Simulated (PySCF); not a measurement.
## Excitation energy of Rh⁺ by level of theory

Rh⁺ [Kr] 4d8 (3F) → Rh⁺ [Kr] 4d7 5s1 (5F), as a difference of total energies. All numbers are calculated (PySCF 2.14, scalar relativity by spin-free X2C-1e, in x2c-TZVPPall with one added diffuse shell each of s, p, d, f type (9s7p7d3f1g, 95 functions)). Correlated levels: valence: [Kr] frozen; valence and next inner shell: [Ar] 3d10 frozen. The calculations carry no spin-orbit coupling.

```csv
method,excitation energy (eV)
UHF,1.327
LDA,2.152
PBE,2.090
PBE0,2.087
r2SCAN,1.966
BLYP,2.105
PW91,2.092
r2SCAN0,1.975
wB97X,2.724
MP2 (valence),2.181
SCS-MP2 (valence),2.472
MP2 (valence and next inner shell),2.072
SCS-MP2 (valence and next inner shell),2.231
```

Problem. How much does correlation contribute at MP2 (valence and next inner shell)?

Solution. 2.072 − (1.327) = 0.745 eV, measured against UHF.

Errors of the correlated levels include the incompleteness of this basis and the frozen core.

For comparison: 2.126 eV (measured; NIST levels, between the centres of gravity of the two terms).
